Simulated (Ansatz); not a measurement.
CH4N2O2Si, SMILES O(C#N)[Si@@H](N)O.

Geometry optimised at TPSSh-D3(BJ)/def2-SVP. The structure was generated by enumeration; whether it is a known compound was not checked. Other conformers were not sampled.

Two levels are set side by side: PBE/def2-SVPD (Ansatz, a first-principles code) and PBE0/def2-SVPD (Ansatz). Energy differences of separate SCF runs at the same geometry; the states with an electron removed or added have multiplicity 2 and 2. Differences are taken from unrounded values.

| quantity | PBE |
|---|---|
| vertical ionisation energy (eV) | 10.13 |
| vertical singlet–triplet gap (eV) | 6.35 |

These are the PBE values. What does PBE0 give? (The exact figures need the calculation; the answer reports its results.)


| quantity | PBE0 | PBE minus PBE0 |
|---|---|---|
| vertical ionisation energy (eV) | 10.62 | -0.48 |
| vertical singlet–triplet gap (eV) | 6.68 | -0.33 |
